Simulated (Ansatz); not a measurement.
Calculated with Ansatz (gas phase, PBE0-D4/def2-TZVP geometries, no zero-point term in ΔE). CCSD(T)/CBS is the MP2 limit (def2-TZVPP, def2-QZVPP) plus CCSD(T) − MP2 in def2-TZVPP, frozen cores. This one scheme is used for every species. DFT in def2-TZVPP. B3LYP here is the variant with VWN-RPA as its local correlation; programs differ in this. HSE06 is defined as in plane-wave codes. def2 core potentials past Kr. For Se, Sn outer-core shells are correlated without core-valence functions, which leaves a few kJ/mol of doubt a bond. Scalar relativity is left out up to krypton. Each species was taken in one conformer, which may not be the lowest.

`[OH][SnH2][SeH]` + H₂S → `[SH][SnH2][SeH]` + H₂O  (ligand exchange at the Sn–O bond)

`[OH][SnH2][SeH]`:

Z-matrix (Å, degrees):
```
Sn
Se 1 2.526
O 1 1.964 2 108.8
H 1 1.698 2 113.0 3 113.8
H 1 1.706 2 106.2 3 -118.3
H 2 1.469 1 91.6 3 -67.9
H 3 0.960 1 112.5 2 -42.2
```

H₂S:

Cartesian coordinates in Å:
```
S -0.210 0.496 0.306
H -0.763 -0.667 -0.069
H 0.973 0.171 -0.238
```

`[SH][SnH2][SeH]`:

```xyz
7

S     1.430    0.153    1.739
Sn    0.264    0.552   -0.322
Se   -2.172   -0.104   -0.114
H     1.106   -1.150    1.766
H     0.381    2.232   -0.563
H     0.940   -0.375   -1.582
H    -1.948   -1.309   -0.923
```

H₂O:

Z-matrix (Å, degrees):
```
O
H 1 0.960
H 1 0.960 2 105.1
```

```
             level  ΔE (kcal/mol)  difference from CCSD(T)/CBS
         revPBE-D4           -9.9                          0.1
           BLYP-D4           -8.3                          1.7
            B97M-V           -8.0                          2.0
          B3LYP-D4           -9.2                          0.8
          HSE06-D4          -11.3                         -1.3
      CAM-B3LYP-D4           -7.9                          2.1
           ωB97M-V           -9.1                          0.9
          PBE-QIDH          -10.6                         -0.6
           LC-ωPBE           -8.4                          1.6
       HF/def2-SVP          -10.0                          0.0
      MP2/def2-SVP           -8.2                          1.8
  CCSD(T)/def2-SVP           -8.2                          1.8
SCS-MP2/def2-TZVPP           -8.6                          1.4
     HF/def2-QZVPP           -8.3                          1.7
    MP2/def2-QZVPP          -10.5                         -0.5
    CCSD/CBS(def2)           -9.9                          0.1
       CCSD(T)/CBS          -10.0                            0
```

Largest T1 diagnostic among the species: 0.012.

From BLYP to BHLYP (50 % exact exchange), in def2-TZVPP and without D4, ΔE moves by −1.7 kcal/mol. Leaving LDA and LC-ωPBE aside and taking each functional with its dispersion term where it has one, the values spread over 3.4 kcal/mol, from HSE06-D4 to CAM-B3LYP-D4. At CCSD(T), def2-SVP lies +1.8 kcal/mol from the extrapolated value and def2-TZVPP +1.0 kcal/mol.
